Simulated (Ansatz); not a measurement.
`FC[C]1=[C]([SiH3])[AlH]1` + HCl → `[SiH3]Cl` + `FC[C]1=[CH][AlH]1`  (ligand exchange at the Si–C bond)

Computed with Ansatz on PBE0-D4/def2-TZVP structures; ΔE is electronic, products minus reactants. CCSD(T)/CBS is the MP2 limit (def2-TZVPP, def2-QZVPP) plus CCSD(T) − MP2 in def2-TZVPP, frozen cores. This one scheme is used for every species. Functionals use def2-TZVPP. B3LYP here is the variant with VWN-RPA as its local correlation; programs differ in this. Each species was taken in one conformer, which may not be the lowest.

`FC[C]1=[C]([SiH3])[AlH]1`:

Z-matrix (Å, degrees):
```
C
C 1 1.471
F 1 1.389 2 112.6
H 1 1.096 2 110.3 3 120.3
H 1 1.096 2 110.3 3 -120.3
C 2 1.374 1 129.4 3 -0.1
Al 2 1.856 1 162.1 3 179.9
Si 6 1.859 2 131.5 1 0.0
H 7 1.567 2 156.5 1 0.0
H 8 1.487 6 111.4 2 -61.0
H 8 1.488 6 109.0 2 -179.8
H 8 1.487 6 111.3 2 61.4
```

HCl:

```xyz
2

Cl    0.212    0.437   -0.416
H    -0.212   -0.437    0.416
```

`[SiH3]Cl`:

Z-matrix (Å, degrees):
```
Si
Cl 1 2.054
H 1 1.481 2 108.5
H 1 1.481 2 108.5 3 -120.0
H 1 1.481 2 108.5 3 120.0
```

`FC[C]1=[CH][AlH]1`:

```xyz
9

F     0.005    1.820   -1.459
C     0.564    0.606   -1.096
C    -0.097    0.025    0.086
C     0.151   -1.150    0.746
Al   -1.240   -0.221    1.530
H     1.628    0.780   -0.897
H     0.478   -0.067   -1.957
H     0.909   -1.896    0.510
H    -2.397    0.102    2.537
```

```tsv
level	ΔE (kJ/mol)	difference from CCSD(T)/CBS
PBE-D4	-65.1	5.0
PBE0-D4	-69.6	0.5
B3LYP-D4	-69.5	0.6
ωB97X-V	-73.5	-3.4
ωB97M-V	-72.9	-2.8
B2PLYP	-75.0	-4.9
r2SCAN	-72.2	-2.1
PBE0	-74.8	-4.7
B3LYP	-78.6	-8.5
HF/def2-TZVPP	-90.9	-20.8
MP2/def2-TZVPP	-68.9	1.2
SCS-MP2/def2-TZVPP	-71.8	-1.7
HF/def2-QZVPP	-91.6	-21.5
MP2/def2-QZVPP	-70.8	-0.7
HF/CBS(def2)	-91.7	-21.6
CCSD/CBS(def2)	-73.9	-3.8
CCSD(T)/CBS	-70.1	0
```

Largest T1 diagnostic among the species: 0.013.

In def2-TZVPP, CCSD(T) changes the Hartree–Fock value by +23.7 kJ/mol (the triples alone add +3.7 kJ/mol) and MP2 by +22.0 kJ/mol. From PBE to PBE0 (25 % exact exchange), in def2-TZVPP and without D4, ΔE moves by −3.9 kJ/mol.
